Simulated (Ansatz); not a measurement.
Reactions of BFGeH4O (`O[B](F)[GeH3]`).

Program: Ansatz. Geometries: PBE0-D4/def2-TZVP. ΔE: electronic, gas phase. CCSD(T)/CBS adds triple-zeta CCSD(T) − MP2 to the extrapolated MP2 energy (def2 sets, frozen cores). This one scheme is used for every species. DFT in def2-TZVPP. For Ge outer-core shells are correlated without core-valence functions, which leaves a few kJ/mol of doubt a bond. Scalar relativity is left out up to krypton. One conformer a species, not always the lowest.

```tsv
reaction	MP2/CBS(def2) (eV)	r2SCAN-D4 (eV)	HF/CBS(def2) (eV)	ωB97M-V (eV)
`O[B](F)[GeH3]` + `CC(C)BO` → `OBB(O)F` + `C[CH](C)[GeH3]`	0.28	0.38	0.32	0.35
`O[B](F)[GeH3]` + `[OH][GeH3]` → `[GeH3][O][GeH3]` + `OBF`	-0.52	-0.42	-0.75	-0.46
`O[B](F)[GeH3]` + `C=C[SiH](F)O[SiH3]` → `OB(F)O[SiH3]` + `C=C[SiH](F)[GeH3]`	-0.13	-0.21	-0.18	-0.17
`O[B](F)[GeH3]` + `CC(C)[O][Al]([CH3])[F]` → `CC(C)OB(O)F` + `[CH3][Al]([F])[GeH3]`	-0.25	-0.32	-0.41	-0.30
`O[B](F)[GeH3]` + `BS` → `B[S][GeH3]` + `OBF`	-0.64	-0.54	-0.70	-0.56
```

Q: Give the CCSD(T)/CBS values in the same order. (An estimate is asked.)

A: Computed: 0.29, -0.47, -0.15, -0.30, -0.56 eV.

Largest T1 diagnostic: 0.015, for `BS`.
